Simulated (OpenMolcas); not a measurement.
# Be+: effect of the active space

| Item | Value |
| --- | --- |
| Program | OpenMolcas |
| Method | CASSCF or its RAS form |
| Basis | ANO-L-VQZP |
| Scalar Hamiltonian | non-relativistic, point nucleus |
| Spin-orbit coupling | state interaction with AMFI integrals over the reference wave functions, term energies averaged over their components |

A. 1 electron in 4 orbitals (2s 2p); 2S+1 = 2 even, 1 root; 2S+1 = 2 odd, 3 roots; cost of the order of 8 core-seconds
B. 1 electron in 8 orbitals (2s 2p 3s 3p); 2S+1 = 2 even, 1 root; 2S+1 = 2 odd, 3 roots; cost about 10 core-seconds
C. 1 electron in 9 orbitals (RAS2 2s 2p; RAS3 3d, at most 1 electron); 2S+1 = 2 even, 1 root; 2S+1 = 2 odd, 3 roots; cost roughly 10 core-seconds

Energies in cm⁻¹ above 2s ²S_1/2, the measured ground level; measured values from NIST Handbook of Basic Atomic Spectroscopic Data.

| Level | A | B | C | Measured |
| --- | --- | --- | --- | --- |
| 2s ²S_1/2 | 0.0 | 0.0 | 0.0 | 0.0 |
| 2p ²P°_1/2 | 32177 | 32177 | 32177 | 31929 |
| 2p ²P°_3/2 | 32182 | 32182 | 32182 | 31935 |

Deviations, from unrounded energies. A percentage is the sum of absolute deviations over the sum of measured energies, with the sign that they share, or ± where signs differ.

| Against measurement | Levels | A | B | C |
| --- | --- | --- | --- | --- |
| mean absolute deviation (cm-1) | 2 | 250 | 250 | 250 |
| other configurations (%) | 2 | +0.8 | +0.8 | +0.8 |

A, B, C lie about equally close to measurement. The largest miss of C in the table is 2p ²P°_1/2, by +250 cm-1. The ranking rests on the paired levels alone, and a cruder setting can come out closer through cancelling errors.

Among A to C no level of the table moves by more than 5 cm-1.

ANO sets are built for ground and valence states and can reach diffuse excited orbitals poorly. With one active electron the reference holds no correlation, so core polarisation is missing. With one active electron outside closed inactive shells, the extra shells (3p 3s) add no correlation to the reference (holds for B). With one active electron outside closed inactive shells, the extra shells (3d) add no correlation to the reference (holds for C). Computed and measured levels are paired by configuration, term and J; levels that our copy of the source lacks, or whose pairing is in doubt (as where it misses far off the trend of its configuration), stay unpaired and out of the deviations. Levels of configurations outside the active space are missing.

° marks odd parity.
